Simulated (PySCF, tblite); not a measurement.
Isomers of C5H9ClOSi2, one GFN2-xTB conformer each. Single-point energies are computed at PBE0/pcSseg-1 (PySCF, gas phase, no added dispersion term), electronic only.

```
                        SMILES  GFN2-xTB relative energy (kJ/mol)
C#C/C=C/O[SiH2][C@H]([SiH3])Cl                                8.8
    O[Si@H]1C=C[Si@H](CCl)C=C1                                0.0
```

Conformers: `[CH:1]#[C:2]/[CH:3]=[CH:4]/[O:5][SiH2:6][C@H:7]([SiH3:8])[Cl:9]` with C3–C4–O5–Si6 -176°, C4–O5–Si6–C7 -179°, O5–Si6–C7–Si8 -57°; `[OH:1][Si@H:2]1[CH:3]=[CH:4][Si@H:5]([CH2:6][Cl:7])[CH:8]=[CH:9]1` with H–O1–Si2–C3 -60°, C4–Si5–C6–Cl7 -175°, O1–Si2–C3–C4 152°, C3–C4–Si5–C6 93°, C4–Si5–C8–C9 25°, O1–Si2–C9–C8 -151°.

Problem. What does PBE0/pcSseg-1 give for the same structures?

Solution. 
| SMILES | PBE0/pcSseg-1 E (Eh) | PBE0/pcSseg-1 (kJ/mol) | GFN2-xTB (kJ/mol) | point group |
| --- | --- | --- | --- | --- |
| O[Si@H]1C=C[Si@H](CCl)C=C1 | -1309.59334 | 0.0 | 0.0 | C1 |
| C#C/C=C/O[SiH2][C@H]([SiH3])Cl | -1309.50109 | 242.2 | 8.8 | C1 |

Both levels put the same isomer lowest. As drawn, the lower has an O–H bond, which the higher lacks; the higher has a C≡C bond, which the lower lacks.

Problem. Which frontier levels, dipoles and rotational constants go with these structures?

Solution. 
| SMILES | HOMO (eV, PBE0/pcSseg-1) | LUMO (eV) | dipole (D) | A, B, C (MHz) |
| --- | --- | --- | --- | --- |
| O[Si@H]1C=C[Si@H](CCl)C=C1 | -7.75 | -1.46 | 2.71 | 2009, 530.1, 481.8 |
| C#C/C=C/O[SiH2][C@H]([SiH3])Cl | -6.69 | -0.71 | 0.51 | 2590, 348.1, 312.6 |

Problem. What happens when harmonic zero-point energies from GFN2-xTB frequencies are added?

Solution. 
```csv
SMILES,ZPE (kJ/mol),electronic (kJ/mol),with ZPE (kJ/mol)
O[Si@H]1C=C[Si@H](CCl)C=C1,319.9,0.0,0.0
C#C/C=C/O[SiH2][C@H]([SiH3])Cl,295.7,242.2,218.0
```

The zero-point energies span 24.2 kJ/mol. The order is unchanged.
